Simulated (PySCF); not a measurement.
IIn, charge +1, doublet, geometry from GFN2-xTB (such geometries of metal compounds can be far from the true shape) (a state made from the parent by changing its charge; the spin is typed, not shown lowest) (core potentials on I, In); M06/def2-SVP (PySCF).

The PySCF input:
```python
from pyscf import gto, scf, dft

mol = gto.M(
    atom='''
In   -0.00000000   -0.00000000   -1.69320062
I     0.00000000    0.00000000    1.56541190
''',
    basis='def2-svp',
    ecp={'I': 'def2-svp', 'In': 'def2-svp'},
    charge=1,
    spin=1,
    verbose=4,
)

mf = dft.UKS(mol)
mf.xc = 'm06'
mf.grids.radi_method = dft.radi.mura_knowles
mf.kernel()
```

Output, abridged:

```
PySCF version 2.14.0

[INPUT] verbose = 4
[INPUT] num. atoms = 2
[INPUT] num. electrons = 45
[INPUT] charge = 1
[INPUT] spin (= nelec alpha-beta = 2S) = 1
[INPUT] symmetry False subgroup None
[INPUT] Mole.unit = angstrom
[INPUT] Symbol           X                Y                Z      unit          X                Y                Z       unit  Magmom
[INPUT]  1 In     0.000000000000   0.000000000000  -1.693200620000 AA    0.000000000000   0.000000000000  -3.199685445744 Bohr   0.0
[INPUT]  2 I      0.000000000000   0.000000000000   1.565411900000 AA    0.000000000000   0.000000000000   2.958199763135 Bohr   0.0

nuclear repulsion = 85.2565421718198
number of shells = 20
number of NR pGTOs = 122
number of NR cGTOs = 52
basis = def2-svp
ecp = {'I': 'def2-svp', 'In': 'def2-svp'}

******** <class 'pyscf.dft.uks.UKS'> ********
method = UKS
initial guess = minao
damping factor = 0
level_shift factor = 0
DIIS = <class 'pyscf.scf.diis.CDIIS'>
diis_start_cycle = 1
diis_space = 8
diis_damp = 0
SCF conv_tol = 1e-09
SCF conv_tol_grad = None
SCF max_cycles = 50
direct_scf = True
direct_scf_tol = 1e-13
number electrons alpha = 23  beta = 22
XC library pyscf.dft.libxc version 7.1.2
    S. Lehtola, C. Steigemann, M. J. T. Oliveira, and M. A. L. Marques,  SoftwareX 7, 1–5 (2018)
XC functionals = m06
    Y. Zhao and D. G. Truhlar,  Theor. Chem. Acc. 120, 215 (2008)
    Y. Zhao and D. G. Truhlar,  Theor. Chem. Acc. 120, 215 (2008)
radial grids: Mura-Knowles [JCP 104, 9848 (1996); DOI:10.1063/1.471749] log3 quadrature radial grids
becke partition: Becke, JCP 88, 2547 (1988); DOI:10.1063/1.454033
pruning grids: <function nwchem_prune>
grids dens level: 3
symmetrized grids: False
atomic radii adjust function: <function treutler_atomic_radii_adjust>
small_rho_cutoff = 0
Set gradient conv threshold to 3.16228e-05
tot grids = 38096
init E= -435.50300141594

cycle= 1 E= -485.860421286692  delta_E= -50.4  |g|= 2.03  |ddm|= 10.2
cycle= 2 E= -480.393113632905  delta_E= 5.47  |g|= 2.24  |ddm|= 5.59
cycle= 3 E= -486.697683546053  delta_E= -6.3  |g|= 0.953  |ddm|= 4.52
cycle= 4 E= -487.681468354154  delta_E= -0.984  |g|= 0.207  |ddm|= 2.47
cycle= 5 E= -487.678487005208  delta_E= 0.00298  |g|= 0.169  |ddm|= 0.691
cycle= 6 E= -487.712502294113  delta_E= -0.034  |g|= 0.0393  |ddm|= 0.344
cycle= 7 E= -487.714530835298  delta_E= -0.00203  |g|= 0.0158  |ddm|= 0.13
cycle= 8 E= -487.714758147884  delta_E= -0.000227  |g|= 0.00219  |ddm|= 0.033
cycle= 9 E= -487.714762626164  delta_E= -4.48e-06  |g|= 0.000866  |ddm|= 0.00616
cycle= 10 E= -487.714763449187  delta_E= -8.23e-07  |g|= 0.000171  |ddm|= 0.00217
cycle= 11 E= -487.714763481515  delta_E= -3.23e-08  |g|= 3.84e-05  |ddm|= 0.000514
cycle= 12 E= -487.714763483372  delta_E= -1.86e-09  |g|= 8.48e-06  |ddm|= 0.000109
cycle= 13 E= -487.714763483542  delta_E= -1.7e-10  |g|= 1.62e-06  |ddm|= 3.71e-05
Extra cycle  E= -487.714763483545  delta_E= -3.64e-12  |g|= 9.28e-07  |ddm|= 5.33e-06
converged SCF energy = -487.714763483545  <S^2> = 0.75281079  2S+1 = 2.0028088
```
